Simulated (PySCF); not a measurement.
Unknown compound

Molecular formula: C7H9ClNP. Simulated spectra:

$^{1}$H NMR (300 MHz, computed): δ 8.77 (m, 1H), 7.56 (m, 1H), 6.87 (m, 1H), 3.26 (s, 6H).

$^{13}$C{$^{1}$H} NMR (computed): δ 179.6, 160.0, 137.6, 136.7, 117.8, 44.6 (2C).

Averaged over atoms made equivalent by symmetry, fast rotation or ring inversion, non-relativistic, no solvent, a single conformation. PBE0/pcSseg-1 with gauge-including orbitals; structure optimised with GFN2-xTB; PySCF 2.14.0 with density-fitted response routines.

Shifts are taken against calculated references (same method and geometry level): $^{1}$H (σref 31.72) and $^{13}$C (σref 186.93) against TMS.

Problem. Which of these isomers gave the spectra?
A. CN(C)c1ccc(Cl)cp1
B. CN(C)c1ccpc(Cl)c1
C. CC(C)c1cnc(Cl)cp1

Solution. A. 

6 carbon signals for 7 carbons: some carbons are equivalent by symmetry or fast rotation. Carbon types of the structure: 2 × C, 3 × CH, 2 × CH3, which accounts for all hydrogens. δC 179.6: aromatic carbon bearing nitrogen; an ipso carbon deshielded by its heteroatom. δC 160.0, 137.6, 117.8: aromatic CH. δC 136.7: aromatic carbon bearing chlorine. δH 8.77, 7.56, 6.87: hydrogen on an aromatic CH. δH 3.26: hydrogen on a methyl carbon bonded to N; its carbon carries N, an electronegative neighbour.

The others: CC(C)c1cnc(Cl)cp1 has carbons computed at 181.2, 162.9, 157.8, 155.6, 40.1, 27.7; CN(C)c1ccpc(Cl)c1 has carbons computed at 183.0, 166.0, 154.2, 124.0, 119.5, 41.8.

Carbons that carry Cl, above all several Cl atoms, come out too deshielded, partly because spin–orbit coupling is missing. Splittings by $^{31}$P in the carbon and heteronuclear signals aren't shown, as no couplings were computed. Shifts are as computed. Against solution values, carbons near 30 ppm lie about +3 ppm off and those near 130 ppm about +5 ppm; carbons on Cl a further +6 ppm. Of 1211 compounds with measured shifts, 218 miss one by over three times the rms of a fit or turn the order of signals round; such compounds aren't used in these exercises. Multiplicities follow the n + 1 count of equivalent neighbours, as no J values were calculated; m marks all less simple cases, F and P coupling included.
